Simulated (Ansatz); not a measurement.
Dissociation curve of BH, singlet.

Levels: UKS-B3LYP = Ansatz (a quantum-chemistry and plane-wave program) with unrestricted B3LYP/def2-TZVP; RKS-B3LYP = restricted B3LYP/def2-TZVP (Ansatz); RCCSD = CCSD on RHF/def2-TZVP, frozen core (Ansatz).

Total energies in hartree (comparable only within one method and basis):

| R / Å | UKS-B3LYP | RKS-B3LYP | RCCSD |
|---|---|---|---|
| 0.99 | -25.26791 | -25.26742 | -25.19315 |
| 1.05 | -25.28370 | -25.28336 | -25.20957 |
| 1.13 | -25.29530 | -25.29512 | -25.22176 |
| 1.16 | -25.29756 | -25.29742 | -25.22418 |
| 1.22 | -25.29951 | -25.29946 | -25.22634 |
| 1.24 | -25.29954 | -25.29950 | -25.22641 |
| 1.28 | -25.29882 | -25.29881 | -25.22575 |
| 1.31 | -25.29772 | -25.29772 | -25.22465 |
| 1.38 | -25.29366 | -25.29366 | -25.22056 |
| 1.44 | -25.28894 | -25.28894 | -25.21577 |
| 1.53 | -25.28048 | -25.28048 | -25.20719 |
| 1.66 | -25.26673 | -25.26673 | -25.19331 |
| 1.86 | -25.24478 | -25.24478 | -25.17158 |
| 2.08 | -25.22193 | -25.22193 | -25.14980 |
| 2.24 | -25.20691 | -25.20681 | -25.13611 |
| 2.48 | -25.19103 | -25.18681 | -25.11931 |
| 2.72 | -25.18146 | -25.16994 | — |
| 3.03 | -25.17429 | -25.15232 | — |
| 3.32 | -25.17055 | -25.13946 | — |
| 3.73 | -25.16789 | -25.12601 | — |
| 4.36 | -25.16652 | -25.11289 | — |
| 5.03 | -25.16618 | -25.10501 | — |

Dashes: no converged value, or the column stops at the first point that the program doubted or that broke a chosen test of continuity, which isn't proof of a fault.

The unrestricted determinant behind UKS-B3LYP is spin-contaminated at 0.99 to 1.28, 2.24 to 5.03 Å (<S²> up to 1.0, against 0.00 for a pure singlet). The restricted form behind RKS-B3LYP keeps the bonding electrons paired and can't separate into open-shell fragments. The T1 diagnostic of CCSD on the restricted reference of RCCSD exceeds 0.045 at 2.24 to 5.03 Å.
